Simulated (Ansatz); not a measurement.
## Molecular dynamics of BFH4SSi

Input file:

```yaml
crystal:
  periodic: [false, false, false]
  atoms:
    - { symbol: F, position_ang: [-1.522556, -1.437266, 0.511688] }
    - { symbol: B, position_ang: [-0.883159, -0.330891, 0.92616] }
    - { symbol: Si, position_ang: [0.640253, 0.439724, 0.001698] }
    - { symbol: S, position_ang: [1.594791, -0.177337, -1.822146] }
    - { symbol: H, position_ang: [-1.294447, 0.315862, 1.860102] }
    - { symbol: H, position_ang: [-0.906428, 0.850428, -0.25915] }
    - { symbol: H, position_ang: [1.16721, 1.779126, 0.397782] }
    - { symbol: H, position_ang: [1.296535, -1.496747, -1.671933] }
basis:
  gaussian: { orbitals: "6-31G*" }
hamiltonian:
  xc: pbe
  dispersion: d4
md:
  timestep: 0.5
  n_steps: 200
  ensemble: nve
  temperature: 300.0
  initial_velocities: maxwell_boltzmann
  seed: 7006
```

Launched with:

```bash
$ ansatz run input.yaml --threads 1 --pin off --max-ram 2048MiB --backend cpu --events-out ev --progress --plain --runs-dir out
```

It starts at the highest image of a converged band. Of that band: A structure lower than the first end lies on the path between it and the top, so the climb from that side starts below the end, which may itself be a saddle point or a shallow side well. A vibrational analysis at the climbing image gives one clearly imaginary mode, 408i cm⁻¹: a first-order saddle point.

Output, in part (step lines, the closing report, with atoms numbered from 0):

```
md step     0: t =     0.00 fs  T =   300.0 K  F+E_penalty+E_count = -22158.54689497 eV  E_kin = 0.232668 eV  conserved = -22158.31422697 eV  (26 SCF iters)
[... lines left out ...]
Total energy: -22158.52472368 eV, -814.3107640079 hartree
Atom 0 at    -1.447621    -1.437903     0.436791 Å, force    -0.257607    -1.027592    -0.349143 eV/Å
Atom 1 at    -0.987723    -0.252183     0.833576 Å, force     0.458244     0.321659    -0.493443 eV/Å
Atom 2 at     0.748838     0.444043     0.076257 Å, force    -0.251739     0.122138     0.174108 eV/Å
Atom 3 at     1.493230    -0.199806    -1.811258 Å, force     0.282194    -0.606103    -0.081250 eV/Å
Atom 4 at    -1.295528     0.151276     1.885646 Å, force    -0.194977     0.612006     0.809049 eV/Å
Atom 5 at    -1.055988     0.644982    -0.150308 Å, force     0.150279     0.098386     0.104824 eV/Å
Atom 6 at     0.907369     1.941531     0.007039 Å, force    -0.053236    -0.024372     0.052440 eV/Å
Atom 7 at     1.620811    -1.526893    -1.434751 Å, force    -0.133158     0.503878    -0.216586 eV/Å
Dipole moment:     0.220603     0.049497     0.025174 e Å
```

The steps, from the saved trajectory:

```
time (fs)  T (K)  potential energy less start (eV)  conserved less start (meV/atom)
      0.0    300                             0.000                             0.00
      3.0    209                             0.072                             0.08
      6.0    198                             0.079                             0.04
      9.0    152                             0.115                             0.08
     12.0    207                             0.072                             0.04
     15.0    241                             0.046                             0.05
     18.0    250                             0.039                             0.05
     21.0    227                             0.057                             0.03
     24.0    171                             0.100                             0.08
     27.0    205                             0.074                             0.04
     30.0    204                             0.075                             0.07
     33.0    259                             0.032                             0.02
     36.0    196                             0.081                             0.07
     39.0    170                             0.101                             0.03
     42.0    125                             0.136                             0.09
     45.0    222                             0.061                             0.03
     48.0    246                             0.042                             0.06
     51.0    261                             0.031                             0.03
     54.0    195                             0.082                             0.07
     57.0    176                             0.097                             0.06
     60.0    208                             0.071                             0.04
     63.0    224                             0.060                             0.05
     66.0    196                             0.081                             0.05
     69.0    147                             0.119                             0.06
     72.0    128                             0.134                             0.04
     75.0    104                             0.153                             0.08
     78.0    172                             0.099                             0.03
     81.0    170                             0.101                             0.06
     84.0    179                             0.094                             0.03
     87.0    116                             0.143                             0.08
     90.0    167                             0.104                             0.04
     93.0    212                             0.069                             0.06
     96.0    280                             0.016                             0.04
     99.0    300                             0.000                             0.03
```

The run went to its last step. The conserved energy stayed within 0.1 meV per atom of its start (net change 0.049 meV per atom), so the integration is sound. A run of 0.1 ps of so small a system gives no equilibrium averages. The orbitals stay closed-shell, which can raise the energy where a bond breaks towards radicals; this wasn't checked here.

The step under study would form B2–H6 and break Si3–H6. These pairs go: B2–H6 1.67 → 1.33 Å, Si3–H6 1.62 → 1.83 Å. In the last frame they stand as after the step (other bonds may differ from the relaxed reactants and products). These pairs come and go: their bonding changes 4 times, last at 98 of 100 fs, so the outcome isn't settled. It ends as one piece, BFH4SSi. Pairs count as bonded within 1.25 times the sum of covalent radii (0.12 Å more for H–H).

Last frame:

```xyz
8
Properties=species:S:1:pos:R:3
F -1.448 -1.438 0.437
B -0.988 -0.252 0.834
Si 0.749 0.444 0.076
S 1.493 -0.200 -1.811
H -1.296 0.151 1.886
H -1.056 0.645 -0.150
H 0.907 1.942 0.007
H 1.621 -1.527 -1.435
```

Run time: 12 min on 1 thread of Arm Neoverse N1, on a shared host, peak memory 0.15 GiB.
